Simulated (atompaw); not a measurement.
u(r) = r·R(r): atom against pseudo-atom (As)

Columns: radius, all-electron u(r) and pseudo u(r) of the 3d shell (level -40.90 eV) of arsenic in the configuration [Ar] 3d10 4s2 4p3; LDA (PW92), scalar-relativistic, PAW (atompaw) scheme, atompaw 4.2.0.5.

```
r (bohr)  all-electron  pseudo
   0.084        0.1314  0.0176
   0.168        0.4944  0.1266
   0.252        0.8472  0.3579
   0.335        1.0769  0.6579
   0.419        1.1843  0.9362
   0.503        1.1979  1.1038
   0.587        1.1526  1.1367
   0.671        1.0748  1.0757
   0.755        0.9820  0.9820
   0.838        0.8861  0.8861
   0.922        0.7908  0.7908
   1.006        0.7007  0.7007
   1.090        0.6176  0.6176
   1.174        0.5421  0.5421
   1.258        0.4744  0.4744
   1.342        0.4142  0.4142
   1.425        0.3615  0.3615
   1.509        0.3146  0.3146
   1.593        0.2733  0.2733
   1.677        0.2373  0.2373
   1.761        0.2058  0.2058
   1.845        0.1784  0.1784
   1.928        0.1548  0.1548
   2.012        0.1340  0.1340
   2.096        0.1160  0.1160
   2.180        0.1003  0.1003
```

Question: How many radial nodes do the two functions have?

Answer: The all-electron 3d function has n − l − 1 = 0; the pseudo-wave has 0.

Question: At about which radius was the pseudo-wave matched?

Answer: 0.76 bohr, where the columns begin to agree (steps of 0.08 bohr).

Question: Where does each function peak?

Answer: Outermost all-electron maximum near 0.50 bohr, pseudo maximum near 0.59 bohr (to the table’s step).

Question: Is the pseudo-wave norm-conserving?

Answer: No, it belongs to a PAW set: the norm inside the radius is not constrained, and the difference is carried by the augmentation charge.
